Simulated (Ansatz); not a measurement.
Two structures of SiNH6Br, singlet, reached by relaxing down either side of one saddle point (PBE0-D4/def2-TZVP). Energies are electronic, without zero-point energy. Ansatz 0.2.0; basis: def2-TZVPP and def2-QZVPP; cores frozen in the correlated methods. Filled d shells of the heavier atoms are correlated. The def2 sets are not built for correlating such inner shells, so the correlated values are less sure here. Extrapolation: Hartree–Fock as exp(−7.88 √X), correlation as X^−2.97. First:

```json
{"atom": "Si1", "x (Å)": "-0.8030", "y (Å)": "-0.6725", "z (Å)": "-0.8625"}
{"atom": "Br2", "x (Å)": "0.2944", "y (Å)": "0.8380", "z (Å)": "-2.1079"}
{"atom": "H3", "x (Å)": "-0.4321", "y (Å)": "-1.9895", "z (Å)": "-1.4208"}
{"atom": "H4", "x (Å)": "-2.2363", "y (Å)": "-0.3501", "z (Å)": "-1.0219"}
{"atom": "N5", "x (Å)": "-0.4222", "y (Å)": "-0.6568", "z (Å)": "0.7955"}
{"atom": "H6", "x (Å)": "1.7644", "y (Å)": "1.7551", "z (Å)": "0.7506"}
{"atom": "H7", "x (Å)": "2.1048", "y (Å)": "1.9756", "z (Å)": "1.3782"}
{"atom": "H8", "x (Å)": "-0.7411", "y (Å)": "0.1010", "z (Å)": "1.3783"}
{"atom": "H9", "x (Å)": "0.4713", "y (Å)": "-1.0008", "z (Å)": "1.1103"}
```

Second:

Si1  (-0.325, -0.360, 0.011)
Br2  (1.432, 2.267, -2.849)
H3  (0.178, -1.437, -0.876)
H4  (-1.612, 0.191, -0.480)
N5  (-0.566, -1.006, 1.579)
H6  (1.148, 1.649, -1.590)
H7  (0.676, 0.760, -0.071)
H8  (-1.071, -0.480, 2.273)
H9  (0.141, -1.583, 2.004)
(Å)

Task: Which bonds change from the first to the second?

Result: SiNH₄Br ([NH2][SiH2][Br]) + H₂ → SiNH₅ ([NH2][SiH3]) + HBr; bonds formed: Si1–H7, Br2–H6; bonds broken: Si1–Br2, H6–H7.

Task: Give the saddle point's structure and its height above each. (To be estimated.)

Result: By the calculation: 208.2 kJ/mol above the first and 118.3 kJ/mol above the second (CCSD(T) at an estimated basis limit (MP2 extrapolated from triple and quadruple zeta, plus CCSD(T) − MP2 in triple zeta)).
```
9
angstrom
Si -0.2221 -0.1596 -0.3473
Br 0.6187 1.2824 -2.4772
H 0.4856 -1.2342 -1.0497
H -1.4760 0.5509 -0.6154
N -0.4561 -0.7973 1.2171
H 0.9820 1.2117 -0.5447
H 0.9576 0.9828 0.2857
H -1.0551 -0.3631 1.9008
H 0.1655 -1.4737 1.6306
```

The T1 diagnostic stays at or below 0.010.

Labels in which every atom is bracketed show which atoms are joined, not bond orders.

For scale, one of the runs: CCSD(T)/def2-TZVPP, 205 basis functions, launched by `ansatz run in.yaml --threads 4 --pin off --events-out ev --progress --plain --max-ram 9574MiB`. The run took 55 s on 4 CPU threads of an Arm Neoverse V2 (shared host), with 2.6 GiB of host memory at its peak.
